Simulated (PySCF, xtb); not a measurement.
C3H3F4, SMILES FC(F)C[C](F)F (connectivity only; charge and spin as stated), charge +1, multiplicity 1. One conformer was computed; it need not be the lowest.

Harmonic wavenumbers (cm⁻¹) from xtb with GFN2-xTB at its own minimum, in rising order: 28, 61, 136, 311, 368, 421, 515, 545, 620, 787, 910, 943, 1043, 1128, 1132, 1163, 1191, 1244, 1329, 1400, 1473, 2875, 2889, 2948.

Task: What does PBE-D3(BJ)/def2-SVP in PySCF 2.14.0 give at its own minimum? (Estimate from the structure and the level; the computed values follow.)

Result: 46, 67, 134, 320, 394, 441, 566, 599, 671, 815, 923, 943, 1063, 1141, 1177, 1203, 1264, 1358, 1369, 1516, 1522, 3012, 3017, 3107. Paired by order, the mean absolute difference is 51 cm⁻¹ and the zero-point energies are 36.4 and 38.1 kcal/mol.
